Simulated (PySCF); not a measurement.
A structure optimised at PBE-D3(BJ)/def2-TZVP, used in a PySCF frequency run:

```
S
F 1 1.5317
F 1 1.5317 2 99.86
F 1 1.5317 2 99.86 3 101.92
```
Charge +1, spin multiplicity 1.

Q: Write its SMILES, formula and point group.

A: F[S+](F)F, F₃S, C3v

Q: What are its rotational constants (standard atomic weights)?

A: 8.0527, 8.0527, 4.8402 GHz
